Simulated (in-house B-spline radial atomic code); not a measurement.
RPA and G0W0 on PBEsol: Ca5+

Configuration [Ne] 3s2 3p3, highest spin, mean-field start PBEsol. Computed with an all-electron radial atomic-structure program (B-spline basis): all electrons, scalar-relativistic (spin-free one-electron X2C), finite nucleus, each spin shell either full or empty, empty states to l = 9 with an (l + 1/2)⁻⁴ tail; G0W0 by contour deformation at full frequency.

Command:
```bash
python run_gw.py task.json out
```
Settings (radii: box in bohr, nucleus in fm):
```
Z                        20
electrons                15
configuration            [Ne] 3s2 3p3
hamiltonian              x2c
method                   pbesol
lmax                     9
rms_radius               3.4776
spin_polarised           True
box_radius               10.43
intervals                68
```

Cost of the run: 2.7 s on 1 thread of Arm Neoverse N1 (shared host).

Energies (hartree):

```json
{"term": "mean-field total", "value": "-671.30202"}
{"term": "Hartree-Fock functional on these orbitals", "value": "-671.73463"}
{"term": "direct second order", "value": "-1.0959"}
{"term": "second-order exchange", "value": "0.39959"}
{"term": "SOSEX correction", "value": "0.36079"}
```

(1) What is the RPA correlation energy, and what remains with SOSEX?

Quasi-particle levels (eV):

```
  level  occupied  mean field  Σx - vxc     Σc  QP weight     G0W0
  3p up       yes      -98.19     -9.61      ?          ?        ?
3s down       yes     -112.86     -6.54  -2.99      0.952  -122.38
2p down       yes     -415.09    -34.88   8.47      0.883  -441.50
3p down        no      -92.51     11.09  -3.52      0.945   -84.94
```

G0W0 = mean field + (Σx - vxc) + Σc, with Σc (partial-wave tail included) taken at the quasi-particle energy. Only the outer levels were computed. Levels of low weight are left out.

(2) Where does G0W0 put 3p up?

Results:

(1) RPA gives -0.95879 hartree (-1.74 eV per electron); RPA + SOSEX gives -0.598, and the second-order doubles -0.6963 hartree (no singles). RPA lacks exchange-type terms and so overcorrelates at short range.

(2) At -107.90 eV, with Σc = -0.10 eV and a quasi-particle weight of 0.944. The tabulated removal energy is 108.78 ± 0.25 eV (NIST, semi-empirical); the calculation leaves out spin-orbit coupling, Breit and QED terms, and what these don't explain is the method's own error.
